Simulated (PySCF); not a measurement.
# Predicted spectroscopic data

Method: GFN2-xTB geometry, shielding tensors at PBE0/pcSseg-1 (GIAO), J: B3LYP/pcJ-1 (spin–dipole term left out of most H,H and C,H couplings), in PySCF 2.14.0 with density-fitted response routines (gas phase, one computed conformer, averaged over atoms made equivalent by symmetry, fast rotation or ring inversion, non-relativistic).

δ = σ(ref) − σ, references computed at the same level: TMS for 1H, 13C. Multiplet labels drop J under 1 Hz and among equivalent protons, and merge close values. Unscaled 3J(H,H) run several per cent high. Splittings of carbon signals by F and P are missing where no couplings were computed. Where no couplings were computed, multiplicities follow the n + 1 count of equivalent neighbours, and m marks all less simple cases (inequivalent or close neighbours, rings, F or P nearby). One-bond C–F couplings are unscaled and too large by tens of Hz. Shifts are as computed. Against solution values, carbons near 30 ppm lie about +3 ppm off and those near 130 ppm about +5 ppm. Of 1211 compounds with measured shifts, 218 miss one by over three times the rms of a fit or turn the order of signals round; such compounds aren't used in these exercises. OH and NH positions are gas-phase values without hydrogen bonding to other molecules.

**1.** SMILES N1=C(F)C(C#C)=NN1, C4H2FN3. 1H NMR (400 MHz, computed): δ 10.22 (br s, 1H), 3.05 (d, J = 1.0 Hz, 1H). 13C{1H} NMR (computed): δ 175.0 (C, d, J = 335.6 Hz), 120.4 (C, d, J = 12.8 Hz), 95.0 (CH), 75.2 (C, d, J = 5.1 Hz).

**2.** SMILES FC(F)(F)CC([SiH3])[SiH3], C3H9F3Si2. 1H NMR (400 MHz, computed): δ 3.97 (d, 6H), 2.25 (m, 2H), 0.59 (m, 1H). 13C{1H} NMR (computed): δ 136.3, 38.7, -4.1.

**3.** `C1=CC(OC)C=CP1`, C6H9OP. 1H NMR (400 MHz, computed): δ 6.63 (m, 2H), 6.55 (m, 2H), 4.55 (m, 1H), 3.73 (s, 3H), 3.49 (m, 1H). 13C{1H} NMR (computed): δ 142.5, 130.4, 83.1, 60.0.
